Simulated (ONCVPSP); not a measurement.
An all-electron radial function and its pseudo partner (Bi (Z = 83))

Columns: radius, all-electron u(r) and pseudo u(r) of the 5p shell (level -95.96 eV) of bismuth in the configuration [Kr] 4d10 4f14 5s2 5p6 5d10 6s2 6p3; LDA (Perdew-Zunger), scalar-relativistic, ONCV scheme, ONCVPSP 4.0.1.

| r (bohr) | all-electron | pseudo |
| --- | --- | --- |
| 0.085 | 0.2168 | 0.0263 |
| 0.170 | 0.2449 | 0.1031 |
| 0.255 | -0.4851 | 0.2248 |
| 0.340 | -0.6584 | 0.3815 |
| 0.425 | -0.3107 | 0.5590 |
| 0.510 | 0.2061 | 0.7395 |
| 0.595 | 0.6677 | 0.9041 |
| 0.680 | 0.9891 | 1.0353 |
| 0.765 | 1.1639 | 1.1203 |
| 0.850 | 1.2206 | 1.1537 |
| 0.935 | 1.1935 | 1.1366 |
| 1.020 | 1.1141 | 1.0772 |
| 1.105 | 1.0067 | 0.9875 |
| 1.190 | 0.8884 | 0.8804 |
| 1.275 | 0.7701 | 0.7677 |
| 1.360 | 0.6585 | 0.6580 |
| 1.445 | 0.5571 | 0.5570 |
| 1.530 | 0.4673 | 0.4672 |
| 1.615 | 0.3893 | 0.3892 |
| 1.700 | 0.3224 | 0.3223 |
| 1.785 | 0.2658 | 0.2658 |
| 1.870 | 0.2183 | 0.2183 |
| 1.955 | 0.1788 | 0.1787 |
| 2.040 | 0.1459 | 0.1459 |
| 2.125 | 0.1189 | 0.1188 |
| 2.210 | 0.0966 | 0.0966 |

Problem. How many radial nodes do the two functions have?

Solution. The all-electron 5p function has n − l − 1 = 3 (the table is too coarse to show those close to the nucleus); the pseudo-wave has 0, since the states of the same l below it are removed with the core.

Problem. At about which radius was the pseudo-wave matched?

Solution. 1.55 bohr. The columns agree to 0.0005 from 1.36 bohr on; several derivatives are matched, so the curves merge somewhat inside the radius.

Problem. Is the pseudo-wave norm-conserving?

Solution. Yes: the ONCV scheme keeps the norm inside the radius equal to the all-electron one, which fixes the energy derivative of the logarithmic derivative at the level.
